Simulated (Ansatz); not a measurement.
A nudged elastic band was laid between two geometries of AlClH$_{4}$OSi (8 atoms, charge 0, multiplicity 1).

All numbers below come from RKS PBE-D4/def2-SVP (Ansatz 0.2.0).

```json
{
  "movable images": "5",
  "climbing image": "yes",
  "spring": "5.0 eV/Å²",
  "optimiser": "quadratic models (default)",
  "start path": "IDPP",
  "force threshold": "0.05 eV/Å",
  "iteration limit": "60",
  "end points": "relaxed"
}
```

First end point:

```xyz
8
Properties=species:S:1:pos:R:3
O -1.669 -0.837 0.858
Si -0.799 -0.215 -0.457
Al 1.505 0.378 0.196
Cl 2.930 0.740 -1.343
H -1.724 -0.242 1.626
H -1.495 0.971 -1.098
H -0.791 -1.319 -1.479
H 2.043 0.525 1.697
```

Last end point:

```xyz
8
Properties=species:S:1:pos:R:3
O -1.709 -0.491 0.562
Si -0.690 -0.273 -0.771
Al 1.496 0.312 0.193
Cl 1.163 0.814 2.252
H -1.385 -0.034 1.362
H -1.187 0.812 -1.703
H -0.692 -1.549 -1.571
H 3.003 0.407 -0.324
```

Problem. Which bonds break or form, and what moves?

Solution. No bond is made or broken. The dihedral O1–Si2–Al3–Cl4 goes from 166 to -14°.

Problem. What energy profile does the band end with?

Solution. The run converged. The highest image is number 3 of 0 to 6, 0.041 eV above the first end and 0.093 eV above the last; the last end lies 0.053 eV below the first. A vibrational analysis at the climbing image gives no mode beyond 40i cm⁻¹: the surface is too flat there to confirm a saddle point.

| image | path coordinate (Å) | energy (eV) | dihedral O1–Si2–Al3–Cl4 (°) |
| --- | --- | --- | --- |
| 0 | 0.00 | 0.000 | 166 |
| 1 | 0.94 | 0.012 | -166 |
| 2 | 1.88 | 0.032 | -137 |
| 3 | 2.81 | 0.041 | -107 |
| 4 | 3.82 | 0.019 | -75 |
| 5 | 4.83 | -0.027 | -45 |
| 6 | 5.84 | -0.053 | -14 |

Problem. What is the geometry of the highest image?

Solution. 
```xyz
8
Properties=species:S:1:pos:R:3
O -1.867 -0.323 0.699
Si -0.686 -0.421 -0.519
Al 1.550 0.178 0.359
Cl 2.371 2.061 -0.214
H -2.064 0.588 0.981
H -1.037 0.440 -1.713
H -0.714 -1.856 -0.972
H 2.448 -0.668 1.378
```

Time of the run: 87 s on 1 thread of Arm Neoverse V2, on a shared host, peak memory 0.12 GiB.
